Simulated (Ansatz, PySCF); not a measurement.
Ways to break one bond of [SiH3]P:

A. [SiH3]P → [SiH3][PH] + H atom
B. [SiH3]P -> [SiH3] (SiH3) + [PH2] (PH2)
C. [SiH3]P -> [SiH2]P + H atom

Quantity: bond dissociation energy (enthalpy at 298 K, with B3LYP-D3(BJ) rigid-rotor harmonic-oscillator terms from PySCF), kJ/mol. Geometries: B3LYP-D3(BJ)/def2-TZVP minima from Ansatz (a program for electronic structure), one conformer each, not searched for the lowest. Correlated levels leave the core frozen unless marked. UHF or UKS for open shells. No spin-orbit coupling. No relativistic terms. CBS(X,Y): correlation extrapolated as X^-3; Hartree-Fock from the larger set. [CCSD(T)-MP2]/basis is that difference in the basis named.

Question: Rank them by bond dissociation energy at RI-MP2/CBS(aug-cc-pV(T+d)Z,aug-cc-pV(Q+d)Z)+[CCSD(T)-MP2]/aug-cc-pV(T+d)Z (Ansatz), lowest first.

Answer: B (300.1 kJ/mol), A (344.7 kJ/mol), C (375.8 kJ/mol)
